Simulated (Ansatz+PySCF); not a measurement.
## singlet Be₂: levels of theory in one basis

```xyz
2

Be    0.0000    0.0000    0.0000
Be    0.0000    0.0000    2.4500
```

Basis set: 6-31G (spherical functions). All electrons are correlated. Charge 0, multiplicity 1.

Computed with Ansatz (development build ahead of 0.2.0); each method stands on the lowest determinant of its kind that the runs found. NEVPT2 correlates all electrons. Active spaces start from the frontier orbitals, and the lowest solution found is given.

```
                            method  E − E(RHF) (eV)  <S²> of the determinant
                               RHF             0.00                     0.00
                               UHF            -0.67                     0.85
                           UHF-MP2            -1.43                     0.85
                          RHF-CCSD            -2.61                        –
                       RHF-CCSD(T)            -2.65                        –
                       UHF-CCSD(T)            -2.58                     0.85
                      RHF-CCSDT(Q)            -2.67                        –
                      UHF-CCSDT(Q)            -2.67                     0.85
full CI (lowest root of this spin)            -2.68                        –
                       CASSCF(4,8)            -2.51                        –
                    SC-NEVPT2(4,8)            -2.63                        –
```

Problem. What does RHF-MP2 give on the same scale?

Solution. -1.49 eV.

Problem. Is a single determinant a sound starting point here?

Solution. It is doubtful. Unrestricted orbitals lower Hartree–Fock by 0.67 eV and <S²> is 0.85 where a pure state has 0.00, a sign of strong static correlation. The CASSCF(4,8) natural occupations are 1.87, 1.69, 0.17, 0.08, 0.08, 0.05, 0.05, 0.02.

Caution for RHF, RHF-MP2, RHF-CCSD, RHF-CCSD(T), RHF-CCSDT(Q): an unrestricted determinant lies well below. Caution for UHF, UHF-MP2, UHF-CCSD(T), UHF-CCSDT(Q): the unrestricted determinant is a mixture of spin states; the determinant breaks the point group. Caution for RHF-MP2, UHF-MP2, RHF-CCSD, RHF-CCSD(T), UHF-CCSD(T), RHF-CCSDT(Q), UHF-CCSDT(Q): large amplitudes, a single reference is doubtful. Caution for UHF-MP2, UHF-CCSD(T): another reference gives a lower total.
